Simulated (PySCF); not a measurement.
Geometry:
| atom | x (Å) | y (Å) | z (Å) |
| --- | --- | --- | --- |
| Be1 | 0.004 | 0.008 | 0.000 |
| C2 | -0.005 | -0.012 | 1.680 |
| H3 | -0.443 | 0.906 | 2.110 |
| H4 | 1.012 | -0.104 | 2.103 |
| H5 | -0.590 | -0.859 | 2.081 |
| C6 | 0.006 | 0.015 | -1.679 |
| H7 | -1.017 | 0.016 | -2.098 |
| H8 | 0.516 | -0.871 | -2.099 |
| H9 | 0.518 | 0.900 | -2.098 |

Geometry: PBE0-D3(BJ)/def2-SVP; GIAO absolute shieldings from PySCF 2.14, gas phase, non-relativistic, averaged over equivalent atoms.

At PBE0/pcSseg-1 (76 basis functions, 3.4 s wall time on 1 thread of an x86-64 server CPU, shared host):
```json
{"atoms": "Be1", "σ (ppm)": "75.6"}
{"atoms": "C2/C6", "σ (ppm)": "196.3"}
{"atoms": "H3/H4/H5/H7/H8/H9", "σ (ppm)": "31.85"}
```

Q: Estimate the result of repeating the calculation with B3LYP/pcSseg-1.

A: 
```json
{"atoms": "Be1", "σ at B3LYP/pcSseg-1": "73.3", "change": "-2.3"}
{"atoms": "C2/C6", "σ at B3LYP/pcSseg-1": "192.2", "change": "-4.1"}
{"atoms": "H3/H4/H5/H7/H8/H9", "σ at B3LYP/pcSseg-1": "31.98", "change": "+0.13"}
```

The largest change is at C2/C6 (carbon bonded to Be, 3 H). Cost: 76 basis functions, 2.5 s wall time on 1 thread of an x86-64 server CPU, shared host.
